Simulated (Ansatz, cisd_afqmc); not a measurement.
System: SnOH$_{2}$, charge 0, singlet. SnOH2 (SMILES [OH][SnH]).
B3LYP-D3(BJ)/def2-TZVP minimum from Ansatz (a program for electronic structure):
```
O
H 1 0.9631
Sn 1 1.9982 2 114.78
H 3 1.8028 1 94.34 2 0.00
```
Charge 0, spin multiplicity 1.

Total energies in def2-SVP, 12 correlated electrons, 10 frozen orbitals. Open shells are spin-unrestricted; no spin-orbit coupling. Correlated methods leave the cores frozen (noble-gas shells, and filled d and f shells in the p block). Past Kr the def2 sets carry scalar-relativistic core potentials. The Monte Carlo rows (phaseless AFQMC, CISD trial, step 0.005/hartree) carry one-sigma bars that omit the constraint's bias. Outlying blocks are dropped, and bars are widened where a walk drifts. Over all cases where full CI ran beside it in this data, AFQMC minus full CI had a median of +0.1 mEh and passed +0.4 mEh in a tenth of the cases. Spin-orbit terms, left out, reach several kcal/mol for Br and I, and more for heavier atoms.

```
method         program         energy (Eh)  minus CCSDTQ (mEh)
----------  ----------  ------------------  ------------------
HF              Ansatz          -289.30496              292.83
MP2             Ansatz          -289.56964               28.16
CCSD            Ansatz          -289.58936                8.43
CCSD(T)         Ansatz          -289.59632                1.47
CCSDT(Q)        Ansatz          -289.59795               -0.16
CCSDTQ          Ansatz          -289.59779                0.00
AFQMC/CISD  cisd_afqmc  -289.5985 ± 0.0004          -0.7 ± 0.4
```

Rough core times of Ansatz's runs on a shared machine: CCSD(T) under 20 s, CCSDT(Q) under 20 s, CCSDTQ 10 min.
